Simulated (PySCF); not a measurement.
Dipole response of Te (tellurium, neutral)

[Kr] 4d10 5s2 5p4, high-spin 3P determinant. All numbers are calculated (PySCF 2.14, no relativity, point nucleus, in dyall-av2z (22s16p12d, 130 functions)). Coupled (time-dependent) response in atomic units; α is the mean over directions. A double-zeta set is small for polarisabilities.

| method | mean α (bohr³) | α xx, yy, zz | C₆ (like pair) | S(−4) |
| --- | --- | --- | --- | --- |
| UHF | 37.35 | 35.37, 41.30, 35.37 | 409.3 | 281.9 |
| PBE | 39.52 | 36.92, 44.73, 36.92 | 435.6 | 344.5 |
| PBE0 | 38.44 | 36.13, 43.05, 36.13 | 421.6 | 312.5 |

S(−4) is the Cauchy moment in α(ω) = α(0) + S(−4) ω² + …

Reference α: 38 ± 4 bohr³ (recommended; Schwerdtfeger and Nagle, table of static dipole polarizabilities (2023 update)). Published C₆: 445.0 (Chu and Dalgarno (2004); Tang, Norbeck and Certain (1976)).

Spin-orbit coupling is absent.

α(iu) at PBE0:

```json
{"u (hartree)": "0", "α(iu) (bohr³)": "38.44"}
{"u (hartree)": "0.0500", "α(iu) (bohr³)": "37.68"}
{"u (hartree)": "0.100", "α(iu) (bohr³)": "35.62"}
{"u (hartree)": "0.200", "α(iu) (bohr³)": "29.54"}
{"u (hartree)": "0.300", "α(iu) (bohr³)": "23.34"}
{"u (hartree)": "0.500", "α(iu) (bohr³)": "14.34"}
{"u (hartree)": "0.750", "α(iu) (bohr³)": "8.399"}
{"u (hartree)": "1.00", "α(iu) (bohr³)": "5.403"}
{"u (hartree)": "1.50", "α(iu) (bohr³)": "2.742"}
{"u (hartree)": "2.00", "α(iu) (bohr³)": "1.655"}
{"u (hartree)": "3.00", "α(iu) (bohr³)": "0.7995"}
{"u (hartree)": "5.00", "α(iu) (bohr³)": "0.3185"}
```

A single London oscillator, α(iu) = α/(1 + u²/ω²), gives C₆ = (3/4) ω α². Matching the computed C₆ needs ω = 4 × 421.6 / (3 × 38.44²) = 0.380 hartree.

The components differ because the open shell of this determinant is not spherical; for a pure term their mean is the scalar polarisability.

A non-relativistic calculation at this Z misses sizeable relativistic shifts.
